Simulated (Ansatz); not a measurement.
Consider the ligand exchange at the In–S bond: `[SH][InH2]` + CH₃NH₂ → `C[NH][InH2]` + H₂S.

Isolated molecules relaxed with PBE0-D4/def2-TZVP in Ansatz; ΔE leaves out vibrations. CCSD(T)/CBS adds triple-zeta CCSD(T) − MP2 to the extrapolated MP2 energy (def2 sets, frozen cores). This one scheme is used for every species. DFT in def2-TZVPP. Elements past krypton have def2 core potentials. For In outer-core shells are correlated without core-valence functions, which leaves a few kJ/mol of doubt a bond.

`[SH][InH2]`:

Z-matrix (Å, degrees):
```
In
S 1 2.389
H 1 1.712 2 116.1
H 1 1.710 2 114.1 3 -180.0
H 2 1.343 1 94.5 3 -0.0
```

CH₃NH₂:

Cartesian coordinates in Å:
```
C -0.334 -0.460 0.017
N 0.736 0.509 -0.157
H -1.260 -0.064 0.459
H 0.017 -1.275 0.654
H -0.587 -0.898 -0.951
H 0.994 0.919 0.731
H 0.435 1.269 -0.753
```

`C[NH][InH2]`:

Cartesian coordinates in Å:
```
C -0.222 0.919 0.945
N -0.257 0.374 -0.390
In 0.432 -1.408 -1.018
H 0.252 0.210 1.628
H -1.225 1.125 1.344
H 0.352 1.854 1.005
H -0.687 0.999 -1.053
H 0.218 -1.721 -2.687
H 1.136 -2.353 0.226
```

H₂S:

```xyz
3

S     0.331   -0.391    0.348
H    -0.248    0.797    0.579
H    -0.083   -0.406   -0.927
```

CCSD(T)/CBS gives +78.0 kJ/mol.

(1) Another level gave +97.6 kJ/mol. Which?
A. PBE/def2-TZVPP
B. PBE0/def2-TZVPP
C. HF/def2-TZVPP
D. MP2/def2-TZVPP

Largest T1 diagnostic among the species: 0.016.

## Answers

(1) C. HF/def2-TZVPP 97.6, PBE 83.7, MP2/def2-TZVPP 78.1, PBE0 89.8 kJ/mol.

The D4 term adds −3.0 kJ/mol with B3LYP and −1.7 kJ/mol with PBE0; it sums over pairs of atoms, weighted by their polarisabilities, and B3LYP, whose exchange is more repulsive, gets the larger term. In def2-TZVPP, CCSD(T) changes the Hartree–Fock value by −20.5 kJ/mol (the triples alone add −2.3 kJ/mol) and MP2 by −19.5 kJ/mol.

B3LYP here is the variant with VWN-RPA as its local correlation; programs differ in this.
